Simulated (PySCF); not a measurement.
**TlN and its ions**

PBE; Tl def2-SVPD with ECP60, N def2-SVPD; scalar-relativistic core potentials (PySCF 2.14). Neutral (UKS): triplet (π ↑↑), Re = 2.352 Å, ωe = 393 cm⁻¹, De = 2.05 eV, HOMO -4.22 eV, LUMO -3.43 eV.

TlN⁺ (UKS): quartet (σ ↑, π ↑↑), Re = 2.920 Å, ωe = 120 cm⁻¹. The energies at the minima are -227.07326 hartree for TlN and -226.80716 for TlN⁺.

Task: Work out the adiabatic ionisation energy, without and with harmonic zero-point energies (1 hartree = 27.2114 eV, 1 eV = 8065.5 cm⁻¹), and the change of the bond length.

Result: At PBE: 0.26610 hartree = 7.241 eV between the minima; the zero-point term (120.0 − 393.0)/2 cm⁻¹ = -0.017 eV makes it 7.224 eV. Re changes by +56.8 pm against the neutral. The electron leaves a σ orbital, and the ion is left as a loose complex of an ion and an atom.

TlN⁻ (UKS): doublet (π ↑), Re = 2.154 Å, ωe = 501 cm⁻¹. The energies at the minima are -227.07326 hartree for TlN and -227.11341 for TlN⁻.

Task: Work out the adiabatic electron affinity, without and with harmonic zero-point energies (1 hartree = 27.2114 eV, 1 eV = 8065.5 cm⁻¹), and the change of the bond length.

Result: At PBE: 0.04015 hartree = 1.093 eV between the minima; the zero-point term (393.0 − 501.0)/2 cm⁻¹ = -0.007 eV makes it 1.086 eV. Re changes by -19.8 pm against the neutral. The electron enters a π orbital, and the shorter bond of the ion fits a bonding orbital, or a change in how ionic the bond is.

These are scalar-relativistic numbers at best; spin–orbit coupling would shift them, the dissociation energy most. The highest Kohn–Sham level is positive in this anion. Much of that is self-interaction error, but it also means that the finite basis helps to hold the extra electron. States were picked by a PBE0 search and need not be the measured ground states.
